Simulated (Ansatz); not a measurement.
`[BH2][GeH2][F]` and `[BH2][GeH2][SiH3]` differ in one atom or group.

Ansatz, PBE0-D4/def2-TZVP geometries, multiplicity 1. 

Scalar relativity is left out up to krypton.

| property | `[BH2][GeH2][F]` |
| --- | --- |
| LUMO energy (ωB97M-V/def2-TZVPP) / eV | -0.82 |
| HOMO energy (B3LYP/def2-TZVPP) / eV | -8.37 |
| HOMO–LUMO gap (B3LYP/def2-TZVPP) / eV | 5.36 |
| HOMO–LUMO gap (PBE0/def2-TZVPP) / eV | 5.78 |
| size of the dipole moment (B3LYP/def2-TZVPP) / D | 2.40 |
| size of the dipole moment (PBE/def2-TZVPP) / D | 2.22 |

Q: What does the change do to each property? (An estimate is asked.)

A: Ansatz gave: 
```csv
property,`[BH2][GeH2][SiH3]`,shift
LUMO energy (ωB97M-V/def2-TZVPP) / eV,-0.53,0.29
HOMO energy (B3LYP/def2-TZVPP) / eV,-7.67,0.70
HOMO–LUMO gap (B3LYP/def2-TZVPP) / eV,5.05,-0.31
HOMO–LUMO gap (PBE0/def2-TZVPP) / eV,5.45,-0.33
size of the dipole moment (B3LYP/def2-TZVPP) / D,0.24,-2.16
size of the dipole moment (PBE/def2-TZVPP) / D,0.08,-2.14
```

With PBE0 the HOMO rises by 0.69 eV and the LUMO rises by 0.37 eV, so the gap narrows by about 0.32 eV. PBE moves the HOMO by 0.42 eV and ωB97M-V by 0.87 eV. The zero-point energy changes by 59.1 kJ/mol with +9 modes. Dipoles are sizes alone; their direction can turn.

B3LYP here is the variant with VWN-RPA as its local correlation; programs differ in this.
